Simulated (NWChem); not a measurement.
All runs are NWChem calculations. System: CH$_{2}$I, charge 0, spin multiplicity 4, at the geometry of a parent with another charge or spin, in a state set for the comparison that need not be this species' ground state. Its SCF solution wasn't tested for a lower state. Level: UPBE/def2-TZVP with def2 effective core potentials on I.

Job file:

```
start mol
memory heap 200 mb stack 900 mb global 1100 mb
geometry units angstroms nocenter noautoz
  C     -1.760759     0.075395     0.000000
  I      0.285160    -0.007154     0.000000
  H     -2.274464    -0.036603    -0.955464
  H     -2.274464    -0.036603     0.955464
  symmetry group Cs
end
basis spherical
  * library def2-tzvp
end
ecp
  I library def2-ecp
end
dft
  xc xpbe96 cpbe96
  odft
  mult 4
  semidirect memsize 60000000 filesize 0
  iterations 100
end
task dft energy
```

NWChem printed:

```
             Northwest Computational Chemistry Package (NWChem) 7.3.0
             --------------------------------------------------------

                                NWChem Input Module
                                -------------------

 Scaling coordinates for geometry "geometry" by  1.889725989
 (inverse scale =  0.529177249)

 Turning off AUTOSYM since
 SYMMETRY directive was detected!

                             Geometry "geometry" -> ""
                             -------------------------

 Output coordinates in angstroms (scale by  1.889725989 to convert to a.u.)

  No.       Tag          Charge          X              Y              Z
 ---- ---------------- ---------- -------------- -------------- --------------
    1 C                    6.0000    -1.76075900     0.07539500     0.00000000
    2 I                   53.0000     0.28516000    -0.00715400     0.00000000
    3 H                    1.0000    -2.27446400    -0.03660300    -0.95546400
    4 H                    1.0000    -2.27446400    -0.03660300     0.95546400

 Effective nuclear repulsion energy (a.u.)     108.8130726808

            Nuclear Dipole moment (a.u.)
            ----------------------------
        X                 Y               Z
 ---------------- ---------------- ----------------
    -0.0000037795     0.0000037795     0.0000000000

      Symmetry information
      --------------------

 Group name             Cs
 Group number              2
 Group order               2
 No. of unique centers     3

      Symmetry unique atoms

     1    2    3


 Summary of "ao basis" -> "" (spherical)
 ------------------------------------------------------------------------------
       Tag                 Description            Shells   Functions and Types
 ---------------- ------------------------------  ------  ---------------------
 *                         def2-tzvp                  on all atoms

 Summary of "ao basis" -> "ao basis" (spherical)
 ------------------------------------------------------------------------------
       Tag                 Description            Shells   Functions and Types
 ---------------- ------------------------------  ------  ---------------------
 C                         def2-tzvp                11       31   5s3p2d1f
 I                         def2-tzvp                16       50   6s5p3d2f
 H                         def2-tzvp                 4        6   3s1p

 Summary of "ao basis" -> "ao basis" (spherical)
 ------------------------------------------------------------------------------
       Tag                 Description            Shells   Functions and Types
 ---------------- ------------------------------  ------  ---------------------
 C                         def2-tzvp                11       31   5s3p2d1f
 I                         def2-tzvp                16       50   6s5p3d2f
 H                         def2-tzvp                 4        6   3s1p

      Symmetry analysis of basis
      --------------------------

        a'         60
        a"         33

            General Information
            -------------------
          SCF calculation type: DFT
          Wavefunction type:  spin polarized.
          No. of atoms     :     4
          No. of electrons :    33
           Alpha electrons :    18
            Beta electrons :    15
          Charge           :     0
          Spin multiplicity:     4
          Use of symmetry is: on ; symmetry adaption is: on
          Maximum number of iterations: 100
[...]
    36     -0.136248  2 I  s                 37     -0.134667  2 I  s
    34      0.104074  2 I  s                 83     -0.094048  3 H  s

 Vector   15  Occ=1.000000D+00  E=-2.709591D-01  Symmetry=a'
              MO Center=  7.0D-02,  9.7D-03, -1.1D-15, r^2= 2.1D+00
   Bfn.  Coefficient  Atom+Function         Bfn.  Coefficient  Atom+Function
  ----- ------------  ---------------      ----- ------------  ---------------
    48      0.518950  2 I  py                42     -0.447544  2 I  py
    45      0.368760  2 I  py                51      0.233545  2 I  py
     7      0.096407  1 C  py                10      0.086882  1 C  py
    39     -0.056829  2 I  py                13      0.055994  1 C  py
    47      0.042484  2 I  px                41     -0.039190  2 I  px

 Vector   16  Occ=0.000000D+00  E=-2.451220D-01  Symmetry=a"
              MO Center=  1.2D-01, -6.8D-03,  5.7D-15, r^2= 2.4D+00
   Bfn.  Coefficient  Atom+Function         Bfn.  Coefficient  Atom+Function
  ----- ------------  ---------------      ----- ------------  ---------------
    49      0.524435  2 I  pz                43     -0.464128  2 I  pz
    46      0.393586  2 I  pz                52      0.269428  2 I  pz
     8     -0.086636  1 C  pz                83      0.086534  3 H  s
    89     -0.086534  4 H  s                 84      0.077301  3 H  s
    90     -0.077301  4 H  s                 40     -0.058804  2 I  pz

 Vector   17  Occ=0.000000D+00  E=-9.953309D-02  Symmetry=a'
              MO Center= -1.4D+00,  1.1D-01,  1.2D-15, r^2= 2.4D+00
   Bfn.  Coefficient  Atom+Function         Bfn.  Coefficient  Atom+Function
  ----- ------------  ---------------      ----- ------------  ---------------
    13      0.469644  1 C  py                 7      0.363756  1 C  py
    10      0.313890  1 C  py                48     -0.209486  2 I  py
    51     -0.202081  2 I  py                42      0.163537  2 I  py
    45     -0.142906  2 I  py                63     -0.094212  2 I  d -2
     4      0.080441  1 C  s                 53      0.073875  2 I  d -2

 Vector   18  Occ=0.000000D+00  E=-2.337648D-02  Symmetry=a'
              MO Center= -2.8D-01,  7.0D-03, -2.1D-14, r^2= 4.5D+00
   Bfn.  Coefficient  Atom+Function         Bfn.  Coefficient  Atom+Function
  ----- ------------  ---------------      ----- ------------  ---------------
     5      1.058884  1 C  s                 50      0.771847  2 I  px
    37     -0.667566  2 I  s                 12      0.391848  1 C  px
    84     -0.369831  3 H  s                 90     -0.369831  4 H  s
     4      0.350983  1 C  s                 47      0.326981  2 I  px
     9      0.252771  1 C  px                 6      0.232524  1 C  px

   alpha - beta orbital overlaps
   -----------------------------

   alpha      1      2      3      4      5      6      7      8      9     10
    beta      1      2      3      4      5      6      7      8     10      9
 overlap   1.000  1.000  1.000  1.000  1.000  0.997  1.000  1.000  0.862  0.865

   alpha     11     12     13     14     15     16     17     18     19     20
    beta     11     12     13     14     16     15     17     18     19     20
 overlap   0.999  0.997  0.995  0.998  0.995  0.988  0.982  0.995  0.997  0.996

   alpha     21     22     23     24     25     26     27     28     29     30
    beta     21     23     22     24     25     27     26     28     29     30
 overlap   0.982  0.817  0.998  0.841  0.937  0.840  0.816  0.924  0.931  0.941

   alpha     31     32     33     34     35     36     37     38     39     40
    beta     31     32     33     34     35     36     37     38     39     41
 overlap   0.994  0.989  0.998  0.989  0.997  0.999  0.996  0.997  0.988  0.987

   alpha     41     42     43     44     45     46     47     48     49     50
    beta     40     42     43     44     45     46     47     48     49     50
 overlap   0.997  0.990  0.998  0.988  0.996  0.997  0.985  0.998  0.986  0.994

   alpha     51     52     53     54     55     56     57     58     59     60
    beta     52     51     54     53     55     56     57     58     59     60
 overlap   0.968  1.000  0.964  0.994  1.000  0.961  0.959  0.999  0.999  0.996

   alpha     61     62     63     64     65     66     67     68     69     70
    beta     61     62     63     64     65     66     67     68     69     70
 overlap   0.998  1.000  0.991  0.999  0.992  1.000  0.996  0.993  0.993  0.642

   alpha     71     72     73     74     75     76     77     78     79     80
    beta     71     72     74     73     75     76     78     77     79     80
 overlap   0.999  0.737  0.842  0.934  0.929  0.987  0.994  0.989  0.996  0.995

   alpha     81     82     83     84     85     86     87     88     89     90
    beta     81     82     84     83     85     86     87     88     90     89
 overlap   0.922  0.901  0.970  1.000  1.000  0.998  0.998  1.000  1.000  1.000

   alpha     91     92     93
    beta     91     92     93
 overlap   1.000  1.000  1.000

     --------------------------
     Expectation value of S2:
     --------------------------
      <S2> =      3.7553 (Exact =     3.7500)

 center of mass
 --------------
 x =   0.14044988 y =  -0.00103104 z =   0.00000000

 moments of inertia (a.u.)
 ------------------
           6.847430655432           5.993634125130           0.000000000000
           5.993634125130         210.733387095263           0.000000000000
           0.000000000000           0.000000000000         204.438515628201

     Multipole analysis of the density
     ---------------------------------

     L   x y z        total         alpha         beta         nuclear
     -   - - -        -----         -----         ----         -------
     0   0 0 0     -0.000000    -18.000000    -15.000000     33.000000

     1   1 0 0     -0.158434      8.951832      5.978217    -15.088483
     1   0 1 0     -0.074650     -0.348051     -0.105137      0.378539
     1   0 0 1      0.000000      0.000000      0.000000      0.000000

     2   2 0 0    -28.294310    -81.881545    -57.047595    110.634830
     2   1 1 0      0.395713      2.023978      0.803669     -2.431934
     2   1 0 1      0.000000      0.000000      0.000000      0.000000
     2   0 2 0    -26.428619    -16.000147    -10.564406      0.135934
     2   0 1 1     -0.000000     -0.000000      0.000000      0.000000
     2   0 0 2    -23.065147    -18.275179    -11.310099      6.520131

 Task  times  cpu:        3.6s     wall:        3.6s

 Total times  cpu:        3.6s     wall:        3.6s
```
